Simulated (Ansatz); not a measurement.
A nudged elastic band was laid between two geometries of CH4BFOSi (9 atoms, charge 0, multiplicity 1).

Level of theory: RHF/def2-SVP (Ansatz).

| Quantity | Value |
| --- | --- |
| movable images | 4 |
| climbing image | no |
| spring | 5.0 eV/Å² |
| optimiser | quadratic models (default) |
| start path | through a guess of the saddle point |
| force threshold | 0.03 eV/Å |
| iteration limit | 60 |
| end points | relaxed |

First end point:

```xyz
9
Properties=species:S:1:pos:R:3
O -1.025 1.137 1.962
C -0.247 1.351 1.085
B 0.620 0.157 0.489
Si -0.041 -1.050 -1.008
F -1.341 -0.391 -1.713
H -0.122 2.382 0.694
H 1.686 -0.047 0.999
H 0.989 -1.215 -2.056
H -0.429 -2.370 -0.470
```

Last end point:

```xyz
9
Properties=species:S:1:pos:R:3
O -0.877 1.800 1.398
C -0.048 0.932 1.033
B 0.779 -0.105 0.616
Si 0.001 -1.084 -0.961
F -1.373 -0.333 -1.406
H -0.757 2.637 0.956
H 1.828 -0.334 1.144
H 0.892 -1.071 -2.143
H -0.357 -2.487 -0.656
```

(1) What changes between the two ends?

(2) What energy profile does the band end with?

(3) What is the geometry of the highest image?

Results:

(1) Bonds broken: C2–H6. Bonds formed: O1–H6.

(2) The forces met the threshold. The highest image is number 2 of 0 to 5, 1.71 eV above the first end and 0.56 eV above the last; the last end lies 1.15 eV above the first. Neighbouring images differ by up to 1.7 eV, so the band resolves the path poorly. No image climbed, so the highest image needn't sit at the top of the path. A band with more images between the same ends climbed to 3.77 eV, so this one has probably stepped over the top. The orbitals stay closed-shell, which can raise the energy where a bond breaks towards radicals; this wasn't checked here.

| image | path coordinate (Å) | energy (eV) | C2–H6 (Å) | O1–H6 (Å) |
| --- | --- | --- | --- | --- |
| 0 | 0.00 | 0.00 | 1.11 | 1.99 |
| 1 | 0.88 | 0.02 | 1.11 | 1.99 |
| 2 | 1.77 | 1.71 | 1.19 | 1.65 |
| 3 | 2.65 | 1.23 | 1.84 | 0.95 |
| 4 | 3.53 | 1.19 | 1.85 | 0.95 |
| 5 | 4.42 | 1.15 | 1.85 | 0.95 |

(3) 
```xyz
9
Properties=species:S:1:pos:R:3:forces:R:3
O -0.610 1.150 2.291 1.17 -3.84 3.37
C -0.235 1.265 1.172 -2.06 3.40 0.17
B 0.779 0.194 0.354 -0.76 0.96 0.05
Si -0.042 -1.091 -1.042 -0.11 0.02 0.00
F -0.885 -0.147 -2.056 0.05 0.03 0.02
H -0.884 2.259 1.101 2.30 -0.92 -4.15
H 1.991 0.210 0.496 -0.66 0.22 0.30
H 0.964 -1.813 -1.856 0.01 0.11 0.11
H -0.990 -2.073 -0.476 0.07 0.03 0.12
```

Time of the run: 3.4 min on 1 thread of Arm Neoverse V1 (shared host), peak memory 0.19 GiB.
